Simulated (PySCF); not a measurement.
Numbering as in the mapped SMILES `[OH:1][SiH2:2][CH:3]([F:4])[F:5]`; H(Xn) means a hydrogen on atom n.

Geometry: GFN2-xTB; GIAO absolute shieldings from PySCF, gas phase, non-relativistic, averaged over equivalent atoms.

At KT3/pcSseg-1 (112 basis functions, 11 s wall time on 1 thread of an Arm Neoverse V1, shared host):
```csv
atoms,σ (ppm)
O1,339.5
Si2,399.4
C3,59.3
F4/F5,309.7
H(C3),25.41
H(Si2),26.87
H(O1),30.43
```

Question: Estimate the result of repeating the calculation with PBE0/pcSseg-1.

Answer: 
| atoms | σ at PBE0/pcSseg-1 | change |
| --- | --- | --- |
| O1 | 344.9 | +5.4 |
| Si2 | 380.9 | -18.5 |
| C3 | 59.3 | +0.0 |
| F4/F5 | 329.7 | +20.0 |
| H(C3) | 25.53 | +0.12 |
| H(Si2) | 26.76 | -0.11 |
| H(O1) | 30.10 | -0.33 |

The largest change is at F4/F5 (fluorine of a CF2 group). Cost: 112 basis functions, 7.9 s wall time on 1 thread of an Arm Neoverse V1, shared host.
